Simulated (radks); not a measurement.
Isoelectronic series with 4 electrons, each ion in its NIST ground configuration. All-electron calculation, non-relativistic Kohn-Sham, PBEsol, spin-polarised, spherical densities, point nucleus. Program: a radial shooting solver on a logarithmic mesh with Libxc functionals. Total energies (hartree) and mean radii <r> (bohr):

ion    configuration  E (hartree)      2s       1s
Be          [He] 2s2    -14.53230   2.615   0.4222
B+          [He] 2s2    -24.16300   1.785   0.3301
C2+         [He] 2s2    -36.29753   1.365   0.2708
N3+         [He] 2s2    -50.93355   1.108   0.2296
O4+         [He] 2s2    -68.07026  0.9330   0.1992
F5+         [He] 2s2    -87.70733  0.8064   0.1759
Ne6+        [He] 2s2   -109.84460  0.7102   0.1574
Mg8+        [He] 2s2   -161.61944  0.5737   0.1302
Al9+        [He] 2s2   -191.25694  0.5234   0.1198
Si10+       [He] 2s2   -223.39446  0.4813   0.1109
P11+        [He] 2s2   -258.03200  0.4455   0.1033
S12+        [He] 2s2   -295.16955  0.4146  0.09664
Cl13+       [He] 2s2   -334.80711  0.3878  0.09079
Ar14+       [He] 2s2   -376.94467  0.3642  0.08561
K15+        [He] 2s2   -421.58223  0.3433  0.08099
Ca16+       [He] 2s2   -468.71979  0.3247  0.07685
